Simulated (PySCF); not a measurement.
ScF3, SMILES [F][Sc]([F])[F].

Geometry optimised at r2SCAN-D4/def2-SVP. The isomer is the one that the SMILES or the coordinates give; other isomers of the formula were not compared.

Method: r2SCAN/def2-TZVPD in PySCF.

Symmetry labels are those of the subgroup C2v that the program uses (full group D3h).

**Question.** List the valence orbital energies around the gap with their symmetry. (Estimate from the structure and the level; the computed values follow.)

**Answer.** 
```csv
orbital,symmetry,energy (eV)
HOMO−7,A1,-10.71
HOMO−6,A1,-10.66
HOMO−5,B2,-10.24
HOMO−4,A2,-10.24
HOMO−3,B2,-9.95
HOMO−2,B1,-9.73
HOMO−1,A1,-9.73
HOMO,B1,-9.69
LUMO,A1,-3.08
LUMO+1,B2,-2.18
LUMO+2,A2,-2.18
LUMO+3,A1,-0.29
```
